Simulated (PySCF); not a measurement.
**Al⁺: ionisation energy**

Al⁺ [Ne] 3s2 (1S) → Al²⁺ [Ne] 3s1 (2S), as a difference of total energies. All numbers are calculated (PySCF 2.14, the spin-free X2C one-electron Hamiltonian (Gaussian nucleus), in x2c-TZVPPall). Correlated levels: valence: [Ne] frozen; valence and next inner shell: 1s2 frozen. The calculations carry no spin-orbit coupling.

| method | ionisation energy (eV) | error (eV) |
| --- | --- | --- |
| UHF | 17.559 | -1.270 |
| LDA | 18.950 | +0.121 |
| PBE | 18.816 | -0.013 |
| PBE0 | 18.707 | -0.122 |
| r2SCAN | 18.413 | -0.416 |
| PBEsol | 18.689 | -0.140 |
| B2PLYP | 18.716 | -0.113 |
| PW91 | 18.873 | +0.044 |
| BLYP | 18.882 | +0.053 |
| MP2 (valence) | 18.307 | -0.522 |
| SCS-MP2 (valence) | 18.456 | -0.373 |
| MP2 (valence and next inner shell) | 18.492 | -0.337 |
| SCS-MP2 (valence and next inner shell) | 18.601 | -0.228 |

Reference: 18.829 eV (measured; NIST Atomic Spectra Database, ionization energies).

Errors of the correlated levels include the incompleteness of this basis and the frozen core.

MP2 underrates the near-degeneracy of ns² with np² in the lower species.
